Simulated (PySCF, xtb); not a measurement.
diarsenic cation (As₂), SMILES [As]#[As] (connectivity only; charge and spin as stated), charge +1, multiplicity 2.

Harmonic wavenumbers (cm⁻¹) from GFN2-xTB (xtb) at its own minimum, in rising order: 400.

**Question.** What does PySCF with PBE-D3(BJ)/def2-TZVP give at its own minimum? (Estimate from the structure and the level; the computed values follow.)

**Answer.** 375. Paired by order, the mean absolute difference is 25 cm⁻¹ and the zero-point energies are 0.6 and 0.5 kcal/mol.
